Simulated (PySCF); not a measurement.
Molecule: SMILES FCC(=S)CC(F)(F)F, C$_{4}$H$_{4}$F$_{4}$S.

Bonds (- single, = double, # triple, : aromatic): F1-C2, C2-C3, C3=S4, C3-C5, C5-C6, C6-F7, C6-F8, C6-F9. C2 carries H10, H11; C5 carries H12, H13.

Frames of a GFN2-xTB Langevin trajectory at 300 K; GIAO PBE0/pcSseg-1 shieldings in PySCF, gas phase, non-relativistic; equivalent atoms averaged within each frame.

Scale: CFCl3 for 19F (σref 170.95); TMS for 13C (σref 186.93) and 1H (σref 31.72); 33S (σref 503.73) vs CS2 (reference shieldings calculated alike). The references are static minima.

How do the shifts (ppm) fluctuate along the trajectory?

## Answers


```csv
time (fs),F7/F8/F9,F1,C3,C6,C2,C5,S4,H10/H11,H12/H13
optimised geometry,-79.6,-223.6,267.4,132.1,96.6,56.6,1110,5.85,4.23
250,-66.6,-219.4,269.9,138.7,99.1,63.7,1234,6.07,4.55
425,-88.5,-224.4,276.3,127.4,94.1,55.9,1215,5.56,4.12
625,-65.8,-187.6,266.7,132.7,103.6,72.3,1143,6.13,5.27
800,-56.9,-225.6,277.0,135.6,100.8,65.1,1012,6.89,4.48
1000,-62.6,-225.9,279.4,136.2,98.2,71.4,1138,6.58,5.71
mean of frames,-68.1,-216.6,273.8,134.1,99.2,65.7,1148,6.25,4.83
standard deviation,12.0,16.4,5.3,4.3,3.5,6.6,88,0.51,0.65
```

5 frames give an uncertainty of the mean of about the standard deviation over 2.2 at best, since frames this close in time may not be independent; classical motion lacks zero-point vibration, and the reference would need the same averaging.
